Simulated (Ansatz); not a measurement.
A structure relaxed at PBE-D4/def2-SVP in Ansatz, charge 1, doublet:

```csv
atom,x (Å),y (Å),z (Å)
Sr1,-0.407,1.479,1.934
Sr2,1.137,-2.054,0.758
Sr3,1.913,1.382,-1.641
Sr4,-2.600,-0.840,-0.893
Te5,2.598,0.699,1.314
Te6,-1.187,2.004,-1.205
Te7,-1.692,-1.413,2.025
Te8,0.239,-1.257,-2.291
```

Task: Give its formula and point group.

Result: Sr₄Te₄⁺ (the lowest doublet isomer of a short search). Point group C2v (tolerance 0.1 Å).

Task: Summarise the bond lengths by kind (pairs closer than 1.2 times the sum of covalent radii, bridged metal pairs left out).

Result: 12 × Sr–Te 3.11 to 3.28 Å.

In the def2 sets Sr, Te take a core potential; there is no spin–orbit coupling. The relaxation made no stability test and no search for a lower SCF solution. The structure comes from a short search, and lower isomers may exist.
